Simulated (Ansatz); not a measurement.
Relaxation of a periodic cell of 40 atoms, H4C (contents 8 CH4, density as packed 0.42 g/cm³ with natural masses), to a largest force component of 0.3 eV/Å in at most 15 steps.

Level of theory: Ansatz, DFT r2SCAN-D3(BJ), scalar-relativistic, plane waves, PAW. Settings: accuracy low, cutoff 500 eV, k mesh 1x1x1, fermi-dirac smearing 0.02 eV, no spin polarisation.

```xyz
40
Lattice="7.9581 0.0000 0.0000 0.0000 7.9581 0.0000 0.0000 0.0000 7.9581" Properties=species:S:1:pos:R:3:forces:R:3
C 5.316 6.399 1.776 -0.08 0.12 0.07
H 5.636 7.282 2.327 -0.02 -0.03 -0.06
H 4.506 5.907 2.314 0.22 0.32 -0.28
H 6.155 5.710 1.675 -0.07 0.07 0.01
H 4.968 6.694 0.786 -0.01 -0.08 0.30
C 7.444 4.101 4.108 0.01 0.00 0.02
H 8.037 4.836 3.565 -0.04 -0.06 0.04
H 8.107 3.430 4.654 -0.04 0.04 -0.05
H 6.845 3.525 3.403 0.05 0.04 0.06
H 6.786 4.612 4.810 0.07 -0.04 -0.07
C 0.938 2.659 0.340 0.00 0.01 -0.09
H 2.000 2.789 0.136 -0.28 -0.05 -0.08
H 0.505 3.615 0.633 0.03 -0.05 -0.01
H 0.809 1.939 1.148 0.02 0.04 -0.04
H 0.437 2.292 -0.555 0.06 0.07 0.08
C 2.533 7.337 6.751 -0.07 0.03 0.13
H 1.518 7.251 7.140 0.12 0.00 -0.01
H 2.678 8.332 6.331 0.00 -0.16 0.14
H 2.688 6.588 5.975 -0.09 0.19 0.23
H 3.246 7.175 7.559 -0.10 0.00 -0.08
C 3.025 1.053 3.676 -0.02 0.13 -0.07
H 2.345 1.245 4.505 0.05 0.01 -0.15
H 2.525 0.435 2.931 0.05 0.02 0.04
H 3.909 0.533 4.044 -0.08 0.03 -0.01
H 3.322 1.998 3.223 -0.06 -0.20 0.05
C 3.695 4.735 4.369 -0.05 -0.03 0.09
H 3.420 5.769 4.575 0.14 -0.21 -0.16
H 2.800 4.160 4.133 0.09 0.08 0.03
H 4.182 4.307 5.245 -0.07 0.03 -0.03
H 4.380 4.704 3.522 -0.23 0.01 0.59
C 4.572 3.234 1.271 0.08 -0.11 -0.13
H 3.521 3.015 1.080 0.29 0.05 0.14
H 4.681 3.644 2.275 0.03 -0.27 -0.42
H 4.930 3.959 0.541 -0.04 -0.09 0.06
H 5.154 2.316 1.188 -0.06 0.03 -0.02
C 6.508 7.900 6.793 -0.01 -0.03 -0.10
H 7.057 8.529 7.492 -0.09 -0.11 -0.05
H 5.950 7.144 7.345 0.20 0.18 -0.26
H 7.208 7.412 6.115 -0.05 0.07 0.02
H 5.815 8.514 6.218 0.04 -0.02 0.04
```

Q: Where does it end, and by what steps?

A: It converged. The threshold is loose, so the end isn't yet a minimum. The force dipped under the threshold on the way, but the program's further checks kept it going. Limits of this set-up: coarse k mesh, low accuracy level. After 9 steps the energy has fallen by 0.756 eV; H38 moved furthest, 1.16 Å.

```csv
step,energy less start (eV),largest force component (eV/Å),accepted
0,0.0000,0.586,yes
1,-0.2676,0.163,yes
2,-0.4071,0.342,yes
3,-0.5272,0.208,yes
4,-0.5920,0.433,yes
5,-0.6821,0.091,yes
6,-0.7100,0.418,yes
7,-0.7355,0.431,yes
8,-0.7563,0.210,yes
9,-0.7563,0.210,yes
```

```xyz
40
Lattice="7.9581 0.0000 0.0000 0.0000 7.9581 0.0000 0.0000 0.0000 7.9581" Properties=species:S:1:pos:R:3
C 5.525 6.690 2.068
H 5.856 7.368 2.850
H 4.691 6.098 2.435
H 6.343 6.027 1.790
H 5.209 7.262 1.200
C 7.674 3.996 4.134
H 8.226 4.656 3.468
H 8.371 3.385 4.703
H 7.026 3.351 3.545
H 7.073 4.591 4.817
C 0.751 2.835 0.011
H 1.619 2.837 -0.645
H 0.594 3.835 0.412
H 0.919 2.138 0.831
H -0.126 2.528 -0.553
C 2.301 7.187 7.322
H 1.457 7.318 7.995
H 2.756 8.155 7.121
H 1.955 6.749 6.388
H 3.035 6.527 7.780
C 2.781 0.931 3.594
H 1.966 1.249 4.240
H 2.454 0.102 2.971
H 3.623 0.611 4.205
H 3.087 1.760 2.960
C 3.740 4.657 4.958
H 4.118 5.681 4.945
H 2.744 4.635 4.515
H 3.685 4.300 5.985
H 4.412 4.017 4.387
C 4.809 3.149 0.826
H 3.809 3.542 1.025
H 5.386 3.133 1.753
H 5.315 3.790 0.107
H 4.731 2.133 0.426
C 6.447 7.971 6.168
H 6.836 8.173 7.163
H 5.866 7.051 6.187
H 7.278 7.864 5.474
H 5.812 8.796 5.853
```

The run took 4 min on 1 thread of Arm Neoverse V1, with other jobs on the host, peak memory 0.83 GiB.
